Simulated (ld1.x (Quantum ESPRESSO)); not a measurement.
**Tb PAW: all-electron and pseudo phase curves**

- Element: Tb (Z = 65)
- Generator: ld1.x (Quantum ESPRESSO) 7.5
- Type: PAW
- Functional: PBE
- Relativity: scalar-relativistic
- Frozen core: [Kr]
- Valence charge: 29
- Reference configuration: 4d10 4f9 5s2 5p6 5d0 6s1.5 6p0 (charge +0.5)
- Partial waves: 5s (bound): rcut 1.95, rcutus 2.05 bohr; 6s (bound): rcut 1.95, rcutus 2.05 bohr; 5p (bound): rcut 2.15, rcutus 2.95 bohr; 6p (bound, empty): rcut 2.15, rcutus 2.95 bohr; 4d (bound): rcut 0.85, rcutus 1.05 bohr; 5d (bound, empty): rcut 0.85, rcutus 1.05 bohr; 4f (bound): rcut 0.55, rcutus 0.65 bohr; 4f channel at 2.5 Ry: rcut 0.55, rcutus 0.65 bohr
- Local potential: all-electron potential smoothed inside 0.65 bohr (lloc = -1)
- Core correction: Bessel-smoothed model core, default radius (core density twice the valence density)
- Augmentation charge: BESSEL, radius 0.40 bohr

The phase is arctan(r·u′/u) with u = r·R(r), unwrapped; energies in Ry, scanned from -13 to 5 Ry. A pole is an energy at which the radial function vanishes at the test radius. The pseudo phase is shifted by a multiple of π to meet the all-electron one at the reference energy, and phase errors are pseudo minus all-electron; the curves can meet again beyond the range given. Levels narrower than the energy grid can be missing from the lists of poles.

| channel | radius (bohr) | reference energy (Ry) | poles, all-electron | poles, pseudo | unbroken range about the reference energy with phases within 0.05 rad | phase error 1 Ry above the reference energy (rad) |
| --- | --- | --- | --- | --- | --- | --- |
| s | 3.22 | -0.45 | -3.69, 1.43 | -3.69, 1.38 | below 2.6 | -0.003 |
| p | 3.22 | -0.23 | -1.97, 2.56 | -5.98, -2.14, -1.99, 1.75 | -2.0 to 0.2 | -0.170 |
| d | 3.22 | -0.29 | 0.27, 4.61 | 0.27, 4.41 | below 1.8 | -0.002 |
| f | 3.22 | -0.44 | -0.41, 2.72 | -0.41, 2.72 | the whole range | +0.000 |

The ghost test of this file was not conclusive. Its overlap operator is not positive definite in a basis up to 400 Ry (lowest eigenvalue s -0.07, p -1.90, d -1.50), so the file is unfit for use: the generalised eigenproblem breaks down once the basis is large enough, and its test numbers describe a broken file.

Phases in the s channel:

```tsv
E (Ry)	all-electron	pseudo
-13.00	1.481	1.481
-12.52	1.480	1.480
-12.04	1.478	1.478
-11.56	1.476	1.476
-11.08	1.473	1.473
-10.60	1.471	1.471
-10.12	1.468	1.468
-9.64	1.466	1.466
-9.16	1.462	1.462
-8.68	1.459	1.459
-8.20	1.455	1.455
-7.72	1.451	1.451
-7.24	1.447	1.447
-6.76	1.442	1.442
-6.28	1.436	1.436
-5.80	1.429	1.429
-5.32	1.421	1.421
-4.84	1.410	1.410
-4.36	1.396	1.396
-3.88	1.351	1.351
-3.40	-1.746	-1.745
-2.92	-1.778	-1.778
-2.44	-1.810	-1.810
-1.96	-1.856	-1.856
-1.48	-1.935	-1.935
-1.00	-2.106	-2.106
-0.52	-2.700	-2.700
-0.04	-4.046	-4.047
0.44	-4.483	-4.485
0.92	-4.630	-4.633
1.40	-4.708	-4.715
1.88	-4.765	-4.777
2.36	-4.817	-4.846
2.84	-4.881	-4.959
3.32	-4.979	-5.364
3.80	-5.204	-7.293
4.28	-6.106	-7.692
4.76	-7.295	-7.802
```
